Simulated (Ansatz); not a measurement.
Ca₂O (the lowest singlet isomer of a short search) was relaxed with PBE0-D4 (def2-TZVP) in Ansatz in these states: neutral quintet, neutral triplet. The geometries follow in no particular order.

A:

```xyz
3

Ca   -1.4422    0.8470    1.0921
Ca    1.4420   -0.8466   -1.0925
O     0.0001   -0.0004    0.0005
```

B:

```tsv
atom	x (Å)	y (Å)	z (Å)
Ca1	-1.587	0.148	1.146
Ca2	1.488	-0.879	-0.931
O3	0.099	0.732	-0.215
```

Question: Judge from the bond lengths which geometry belongs to which state (an estimate).

Answer: A is the neutral triplet (Ca1–O3 1.997 Å, Ca2–O3 1.997 Å, Ca1–Ca2 3.995 Å); B is the neutral quintet (Ca1–O3 2.244 Å, Ca2–O3 2.244 Å, Ca1–Ca2 3.850 Å).

At PBE0-D4/def2-TZVP a triplet lies 4.22 eV below the neutral quintet. These are the stationary points nearest to one start from a short search; other shapes may lie lower in each state.
